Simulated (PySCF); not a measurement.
HFMgSe (SMILES [F][Mg][SeH]), singlet, at a GFN2-xTB geometry (such geometries of metal compounds can be far from the true shape); CAMB3LYP/def2-SVP, polarisability (PySCF).

Input for PySCF:
```python
from pyscf import gto, scf, dft
from pyscf.prop import polarizability

mol = gto.Mole()
mol.atom = '''
    Mg    0.35483975   -1.02972998    0.57115095
    F     1.14493692   -2.53492624    0.54911229
    Se   -0.39658803    0.99189219   -0.37099665
    H    -1.07851624    1.44676126    0.81806427
'''
mol.basis = 'def2-svp'
mol.verbose = 4
mol.build()

mf = dft.RKS(mol)
mf.xc = 'camb3lyp'
mf.kernel()
alpha = mf.Polarizability().polarizability()[2, 2]
print('alpha_zz =', alpha)
```

The log (banner, timings and long lists left out):

```
site-packages/pyscf/prop/efg/rhf.py:45: UserWarning: Module EFG is under testing
  warnings.warn('Module EFG is under testing')
site-packages/pyscf/prop/efg/dhf.py:30: UserWarning: Module EFG is under testing
  warnings.warn('Module EFG is under testing')
site-packages/pyscf/prop/zfs/uhf.py:40: UserWarning: Module ZFS is under testing
  warnings.warn('Module ZFS is under testing')
site-packages/pyscf/prop/gtensor/uhf.py:43: UserWarning: Module g-tensor is under testing
  warnings.warn('Module g-tensor is under testing')
site-packages/pyscf/prop/gtensor/uks.py:41: UserWarning: Module g-tensor is under testing
  warnings.warn('Module g-tensor is under testing')
site-packages/pyscf/prop/hfc/uks.py:35: UserWarning: Module HFC is under testing
  warnings.warn('Module HFC is under testing')
site-packages/pyscf/prop/magnetizability/rhf.py:39: UserWarning: Module magnetizability is under testing
  warnings.warn('Module magnetizability is under testing')
site-packages/pyscf/prop/magnetizability/uhf.py:37: UserWarning: Module magnetizability is under testing
  warnings.warn('Module magnetizability is under testing')
site-packages/pyscf/prop/magnetizability/rks.py:37: UserWarning: Module magnetizability is under testing
  warnings.warn('Module magnetizability is under testing')
site-packages/pyscf/prop/magnetizability/uks.py:39: UserWarning: Module magnetizability is under testing
  warnings.warn('Module magnetizability is under testing')
site-packages/pyscf/prop/polarizability/uhf.py:34: UserWarning: Module polarizability is under testing
  warnings.warn('Module polarizability is under testing')
site-packages/pyscf/prop/polarizability/rks.py:29: UserWarning: Module polarizability is under testing
  warnings.warn('Module polarizability is under testing')
site-packages/pyscf/prop/polarizability/uks.py:29: UserWarning: Module polarizability is under testing
  warnings.warn('Module polarizability is under testing')
PySCF version 2.14.0

[INPUT] verbose = 4
[INPUT] num. atoms = 4
[INPUT] num. electrons = 56
[INPUT] charge = 0
[INPUT] spin (= nelec alpha-beta = 2S) = 0
[INPUT] symmetry False subgroup None
[INPUT] Mole.unit = angstrom
[INPUT] Symbol           X                Y                Z      unit          X                Y                Z       unit  Magmom
[INPUT]  1 Mg     0.354839750000  -1.029729980000   0.571150950000 AA    0.670549945609  -1.945907644454   1.079318871285 Bohr   0.0
[INPUT]  2 F      1.144936920000  -2.534926240000   0.549112290000 AA    2.163617208703  -4.790316339573   1.037671839733 Bohr   0.0
[INPUT]  3 Se    -0.396588030000   0.991892190000  -0.370996650000 AA   -0.749442760981   1.874404584195  -0.701082061631 Bohr   0.0
[INPUT]  4 H     -1.078516240000   1.446761260000   0.818064270000 AA   -2.038100314496   2.733982549031   1.545917422592 Bohr   0.0

nuclear repulsion = 181.980297759006
number of shells = 29
number of NR pGTOs = 141
number of NR cGTOs = 69
basis = def2-svp
ecp = {}

******** <class 'pyscf.dft.rks.RKS'> ********
method = RKS
initial guess = minao
damping factor = 0
level_shift factor = 0
DIIS = <class 'pyscf.scf.diis.CDIIS'>
diis_start_cycle = 1
diis_space = 8
diis_damp = 0
SCF conv_tol = 1e-09
SCF conv_tol_grad = None
SCF max_cycles = 50
direct_scf = True
direct_scf_tol = 1e-13
XC library pyscf.dft.libxc version 7.1.2
    S. Lehtola, C. Steigemann, M. J. T. Oliveira, and M. A. L. Marques,  SoftwareX 7, 1–5 (2018)
XC functionals = camb3lyp
    T. Yanai, D. P. Tew, and N. C. Handy,  Chem. Phys. Lett. 393, 51 (2004)
radial grids:
    Treutler-Ahlrichs [JCP 102, 346 (1995); DOI:10.1063/1.469408] (M4) radial grids

becke partition: Becke, JCP 88, 2547 (1988); DOI:10.1063/1.454033
pruning grids: <function nwchem_prune>
grids dens level: 3
symmetrized grids: False
atomic radii adjust function: <function treutler_atomic_radii_adjust>
small_rho_cutoff = 0
Set gradient conv threshold to 3.16228e-05
Initial guess from minao.
tot grids = 63080
init E= -2700.91007882964
  HOMO = -0.308019634442638  LUMO = -0.106154369933107  gap/eV = 5.49303
cycle= 1 E= -2701.73539199428  delta_E= -0.825  |g|= 0.709  |ddm|= 2.16
  HOMO = -0.240632020517499  LUMO = -0.043836609657689  gap/eV = 5.35508
cycle= 2 E= -2701.62162588886  delta_E= 0.114  |g|= 1.14  |ddm|= 1.32
  HOMO = -0.296332177446314  LUMO = -0.0432600201225832  gap/eV = 6.88644
cycle= 3 E= -2701.83847659357  delta_E= -0.217  |g|= 0.051  |ddm|= 0.756
  HOMO = -0.307699938388952  LUMO = -0.0385641168838289  gap/eV = 7.32356
cycle= 4 E= -2701.83937402574  delta_E= -0.000897  |g|= 0.0213  |ddm|= 0.101
  HOMO = -0.303096219891479  LUMO = -0.039100829197654  gap/eV = 7.18368
cycle= 5 E= -2701.83953499077  delta_E= -0.000161  |g|= 0.00819  |ddm|= 0.0351
  HOMO = -0.303339704049274  LUMO = -0.0390600719483332  gap/eV = 7.19142
cycle= 6 E= -2701.83954869491  delta_E= -1.37e-05  |g|= 0.00141  |ddm|= 0.00909
  HOMO = -0.30313784241926  LUMO = -0.039055158590636  gap/eV = 7.18606
cycle= 7 E= -2701.8395507144  delta_E= -2.02e-06  |g|= 0.000327  |ddm|= 0.00481
  HOMO = -0.30319152854479  LUMO = -0.0390934153278804  gap/eV = 7.18648
cycle= 8 E= -2701.83955079733  delta_E= -8.29e-08  |g|= 8.92e-05  |ddm|= 0.00098
  HOMO = -0.303174202277882  LUMO = -0.03909389334695  gap/eV = 7.18599
cycle= 9 E= -2701.83955080293  delta_E= -5.6e-09  |g|= 2.02e-05  |ddm|= 0.000242
  HOMO = -0.303176516561289  LUMO = -0.0390928087389724  gap/eV = 7.18608
cycle= 10 E= -2701.83955080314  delta_E= -2.03e-10  |g|= 5.82e-06  |ddm|= 5.02e-05
  HOMO = -0.30317650179608  LUMO = -0.0390933232631627  gap/eV = 7.18607
Extra cycle  E= -2701.83955080316  delta_E= -1.96e-11  |g|= 5e-06  |ddm|= 1.06e-05
converged SCF energy = -2701.83955080316
Isotropic polarizability 41.5145213836
Polarizability anisotropy 7.94171365824
alpha_zz = 39.75059144629981
```
